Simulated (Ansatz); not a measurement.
Ansatz (a program for electronic structure) input:

Ansatz 0.2 input:
```yaml
crystal:
  periodic: [false, false, false]
  atoms:
    - {symbol: B, position_ang: [-0.61983440, 0.53918661, -0.87908408]}
    - {symbol: H, position_ang: [-1.31278863, 0.15274157, -1.78949853]}
    - {symbol: O, position_ang: [-0.51638791, 1.93167282, -0.84082765]}
    - {symbol: H, position_ang: [0.05269730, 2.13584912, -0.08487339]}
    - {symbol: Se, position_ang: [0.24971667, -0.60111489, 0.38224746]}
basis:
  gaussian:
    orbitals: def2-TZVP
hamiltonian:
  xc: b3lyp
  dispersion: d3bj
total_charge: -1
phonons: {temperatures: {t_min: 298.15, t_max: 298.15, t_step: 100}}
```

Problem. Which total energy does the run end on?

Solution. -2503.04853 Eh (B3LYP-D3(BJ)/def2-TZVP). The basis has 122 functions. The run takes roughly 27 core-seconds.

It need not be the lowest isomer of its formula. Whether it binds its extra electron was not tested at this geometry.
